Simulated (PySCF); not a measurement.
**Spin states of MgTl⁺**

Unrestricted PBE0; Mg def2-SVP, Tl def2-SVP with ECP60; scalar-relativistic core potentials (PySCF 2.14). Outer shells of the fragments: Mg 3s2; Tl+ 5d10 6s2.

Followed along the bond (rough minima from three points):

| 2Ms+1 | unpaired | ⟨S²⟩ at the start | R at minimum (Å) | Te (eV) |
| --- | --- | --- | --- | --- |
| 1 | none | 0.00 | 3.36 | 0.00 |
| 3 | σ ↑↑ | 2.00 | none in the scan | ≤ 1.77 |

Solutions found at the starting distance of 2.885 Å, counted from the lowest of them; the search is not exhaustive and high or unbound solutions are not listed, so other states can lie among these:

| 2Ms+1 | unpaired | term | E (eV) | ⟨S²⟩ | ⟨Lz²⟩ | μ (D) |
| --- | --- | --- | --- | --- | --- | --- |
| 1 | none | ¹Σ⁺ | 0.00 | 0.00 | 0.00 | -5.46 |
| 3 | σ ↑↑ | ³Σ⁺ | 1.95 | 2.00 | 0.00 | -4.71 |
| 3 | σ ↑, π ↑ | ³Π | 1.96 | 2.00 | 1.00 | -7.29 |
| 1 | σ ↑, π ↓ | mixed | 2.28 | 1.00 | 1.00 | -7.84 |
| 3 | σ ↑, δ ↑ | ³Δ | 8.11 | 2.00 | 4.00 | -2.89 |
| 1 | σ ↑, δ ↓ | mixed | 8.36 | 1.00 | 4.00 | -3.33 |

A term symbol is given only where ⟨S²⟩ and ⟨Lz²⟩ are close to those of a pure state; real π, δ and φ orbitals otherwise mix terms. A positive dipole points towards Tl; it is taken about the centre of mass and depends on that origin.

Spin–orbit coupling is left out. Counting both spins, an empty level lies below a filled one in some of these solutions, because spin and occupation are held.
